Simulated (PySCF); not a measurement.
How methods differ on the excitation energy of Hg²⁺

Hg²⁺ [Xe] 4f14 5d10 (1S) → Hg²⁺ [Xe] 4f14 5d9 6p1 (high-spin determinant), as a difference of total energies. Calculation: PySCF 2.14, in x2c-TZVPPall (11s7p7d3f1g, 97 functions); the spin-free X2C one-electron Hamiltonian (Gaussian nucleus). Correlated levels: valence: [Xe] 4f14 frozen. The calculations carry no spin-orbit coupling.

| method | excitation energy (cm⁻¹) |
| --- | --- |
| UHF | 113080 |
| MP2 (valence) | 120240 |
| SCS-MP2 (valence) | 120430 |
| CCSD (valence) | 118460 |
| CCSD(T) (valence) | 118500 |

A first-order spin-orbit estimate (lowest level to lowest level, LS coupling) adds -0.312 eV.

The basis was made for the ground configuration and has no added diffuse functions, so the excitation energy can come out too high.

The determinant of the upper state mixes LS terms, which raises its energy above the lowest term, most at the Hartree-Fock and MP2 levels.
